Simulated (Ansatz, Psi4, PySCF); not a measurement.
C4H9ClSi, singlet, at a GFN2-xTB geometry, atoms displaced at random by about 0.08 Å a coordinate. Base run: R2SCAN/STO-3G, gradient in PySCF.

PySCF was given this input:
```python
from pyscf import gto, scf, dft

mol = gto.M(
    atom='''
C     2.537994    0.029313   -1.181203
C     1.690449   -0.242434   -0.039202
Si   -0.049025    0.120694   -0.151134
C    -0.394983    1.912642    0.422490
C    -1.179220   -0.324925   -1.604243
Cl   -0.990337   -0.928831    1.507764
H     2.053330    0.849328   -2.034126
H     3.514753   -0.035157   -1.156392
H     1.975712   -1.153656    0.256472
H    -1.360645    2.350523    0.448360
H     0.301559    2.648315   -0.395757
H     0.249167    2.310580    1.330327
H    -1.107418   -1.180536   -1.892136
H    -2.200177   -0.023957   -1.566785
H    -0.740700    0.284688   -2.615538
''',
    basis='sto-3g',
    charge=0,
    spin=0,
    verbose=4,
)

mf = dft.RKS(mol)
mf.xc = 'r2scan'
mf.kernel()
g = mf.nuc_grad_method()
grad = g.kernel()
```

Programs used: Ansatz (a quantum-chemistry and plane-wave program), Psi4, PySCF; a row that names a program was run with it.

The coordinate followed is z of atom 15.

The base run was repeated with changes; each row names its change, and settings that it needs were set with it.

```json
[
 {"change": "base", "dE/dx (Eh/bohr)": "-0.067833", "net force (Eh/bohr)": "0.001820"},
 {"change": "code = psi4", "dE/dx (Eh/bohr)": "-0.067804", "net force (Eh/bohr)": "0.001787"},
 {"change": "conv_tol = 1e-4", "dE/dx (Eh/bohr)": "-0.067833", "net force (Eh/bohr)": "0.001816"},
 {"change": "conv_tol = 1e-11", "dE/dx (Eh/bohr)": "-0.067833", "net force (Eh/bohr)": "0.001820"},
 {"change": "finite difference step (bohr) = 0.05; conv_tol = 1e-11", "dE/dx (Eh/bohr)": "-0.067728", "net force (Eh/bohr)": "-"},
 {"change": "finite difference step (bohr) = 1e-5; conv_tol = 1e-11", "dE/dx (Eh/bohr)": "-0.067834", "net force (Eh/bohr)": "-"},
 {"change": "grids.level = 5; grid_response = on", "dE/dx (Eh/bohr)": "-0.067831", "net force (Eh/bohr)": "0.000000"},
 {"change": "grids.level = 0; grid_response = on", "dE/dx (Eh/bohr)": "-0.071144", "net force (Eh/bohr)": "0.000000"},
 {"change": "grids.level = 0; grid_response = off", "dE/dx (Eh/bohr)": "-0.068351", "net force (Eh/bohr)": "0.016678"},
 {"change": "code = ansatz", "dE/dx (Eh/bohr)": "-0.067832", "net force (Eh/bohr)": "0.000000"},
 {"change": "conv_tol = 1e-6", "dE/dx (Eh/bohr)": "-0.067828", "net force (Eh/bohr)": "0.001819"},
 {"change": "density fitting = on", "dE/dx (Eh/bohr)": "-0.067810", "net force (Eh/bohr)": "0.001819"}
]
```

The net force is zero for an exact gradient.
